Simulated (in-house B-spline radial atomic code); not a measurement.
Stripping germanium of all its electrons. The total binding energy is the sum of the 32 successive ionisation energies. Configuration: [Ar] 3d10 4s2 (4p1/2)2. Computed with a B-spline radial code for spherical atoms: Dirac-Hartree-Fock, average of the jj configuration, Fermi nucleus of rms radius 4.0742 fm.

Dirac-Coulomb total energy: -2097.4660 hartree. First-order corrections (hartree): Breit 0.9468, self-energy 0.7015, vacuum polarisation -0.06646, recoil 0.0115.

Question: What total binding energy follows, and how does it compare with the sum of NIST's ionisation energies?

Answer: 57032 eV from the corrected total, against 57078 ± 22 eV from NIST's table (measured, semi-empirical and theoretical entries, uncertainties added in quadrature). The table binds 46.0 eV more, 1.44 eV per electron, the size expected of the correlation energy that Hartree-Fock leaves out.

Question: What share of the binding belongs to the last two electrons?

Answer: 48 % by NIST's values (27676.9 eV).
